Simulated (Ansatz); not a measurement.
Pd2H⁻, relaxed as a singlet with RKS r2SCAN-D4/def2-TZVPD in Ansatz, starting from the GFN2-xTB geometry. Force threshold 0.02 eV/Å.

In the def2 sets Pd takes a core potential; there is no spin–orbit coupling. The highest occupied level of the charge -1 singlet lies above zero (up to 1.16 eV). By energy differences its removal costs 1.50 eV (vertical, to the charge 0 doublet, at r2SCAN-D4/def2-TZVPD), and other spins of that charge weren't run; a positive level beside a positive removal energy at the same level points to self-interaction error. The structure comes from a short search, and lower isomers may exist.

Start:

```xyz
3

Pd   -0.077    0.155    2.246
Pd    0.009   -0.015   -0.245
H     0.068   -0.140   -2.001
```

| step | energy (eV) | largest force component (eV/Å) | SCF passes |
| --- | --- | --- | --- |
| 1 | -6979.5237 | 1.585 | 55 |
| 2 | -6979.7215 | 0.648 | 43 |
| 3 | -6979.7403 | 0.043 | 37 |
| 4 | -6979.7404 | 0.010 | 38 |
| 5 | -6979.7407 | 0.042 | 36 |
| 6 | -6979.7493 | 0.170 | 42 |
| 7 | -6979.8364 | 0.310 | 48 |
| 8 | -6979.9814 | 0.556 | 48 |
| 9 | -6980.1424 | 0.457 | 50 |
| 10 | -6980.2160 | 0.130 | 43 |
| 11 | -6980.2246 | 0.080 | 41 |
| 12 | -6980.2251 | 0.011 | 37 |

Force components are those of the run's own axes.

End:

Cartesian coordinates in Å:
```
Pd -0.1998 -0.1641 1.7473
Pd 0.3722 0.6881 -0.5042
H -0.1723 -0.5240 -1.2432
```

By distances, no bond broke or formed. The bond that changes most is Pd2–H3, from 1.76 to 1.52 Å (atoms count from 1).

The force fell under the threshold at step 4, but the optimiser went on and released 0.485 eV more. No frequencies were taken in this run, so the end may be a saddle point.

Run time 17 s (4 threads of Arm Neoverse V2 on a shared host).
